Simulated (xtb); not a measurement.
C3H4BFO, SMILES OB1C=C[C@H]1F. All values are semi-empirical tight-binding results from xtb (GFN2-xTB unless named), good for trends rather than for accurate numbers. Geometry: GFN2-xTB. The structure was generated by enumeration; whether it is a known compound was not checked. Other conformers were not sampled.

Optimised geometry:

```xyz
10

O      1.8665     0.8312     0.0476
B      0.5956     0.5601     0.2879
C     -0.7280     1.3656     0.2580
C     -1.4197     0.2371     0.0271
C     -0.3379    -0.7774     0.2908
F     -0.1599    -1.7309    -0.7139
H      2.4730     0.0974    -0.0605
H     -1.0980     2.3759     0.2764
H     -2.4374     0.0550    -0.2757
H     -0.4950    -1.3518     1.2087
```

```
Property                                           Value
-----------------------------------------  -------------
orbital gap                                      4.00 eV
dipole moment                                     1.59 D
zero-point energy                          42.5 kcal/mol
G − E(el) at 298.15 K (modified RRHO)      24.1 kcal/mol
static polarisability (D4 model)              49.5 bohr³
solvation energy, GFN2-xTB/ALPB(water)     -7.2 kcal/mol
solvation energy, GFN2-xTB/ALPB(methanol)  -7.5 kcal/mol
```

Computed IR lines (harmonic; lines under 4 % of the strongest left out, lines within 3 cm⁻¹ merged):
ν (cm⁻¹): 613 (m), 638 (m), 756 (w), 882 (w), 892 (m), 986 (m), 1049 (m), 1080 (w), 1444 (vs), 2924 (w), 3091 (w), 3117 (w), 3588 (w) (against the strongest line: vs over 80 %, s over 45 %, m over 15 %, w over 4 %, vw less)

Computed atomic charges and the Wiberg bond orders between heavy atoms:
charges (e) O1 -0.40, B2 0.34, C3 -0.12, C4 -0.03, C5 0.04, F6 -0.28, H7 0.32, H8 0.04, H9 0.05, H10 0.04. Bond orders O1–B2 1.32, B2–C3 1.03, C3–C4 1.84, B2–C5 0.90, C4–C5 1.01, C5–F6 0.90.
